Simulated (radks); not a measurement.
The numbers below are computed, except where a source is named.
The nuclear charge of the manganese ion Mn2+ is varied continuously with 23 electrons held in [Ar] 3d5. Level of theory: scalar-relativistic Kohn-Sham, PBEsol, spin-polarised, spherical densities, point nucleus; open shells are filled with parallel spins first (a radial shooting solver on a logarithmic mesh with Libxc functionals). By the Hellmann-Feynman theorem dE/dZ = E(electron-nucleus)/Z, the electronic potential at the nucleus. The scalar-relativistic energy here is not variational (the density holds large components alone), so the two differ by a part that grows with Z.

Z     E (hartree)  E(electron-nucleus)/Z (hartree)  HOMO  e(HOMO) (eV)  <r> HOMO (bohr)
24    -1049.38436                         -104.178    3d       -10.915            1.380
24.5  -1102.22883                         -107.046    3d       -17.787            1.236
25    -1156.50705                         -109.903    3d       -25.856            1.129
25.5  -1212.21472                         -112.753    3d       -35.006            1.045
26    -1269.34942                         -115.599    3d       -45.156           0.9761

The central difference of E at Z = 25 is -109.986 hartree, to compare with the third column; the second derivative is -5.72 hartree.
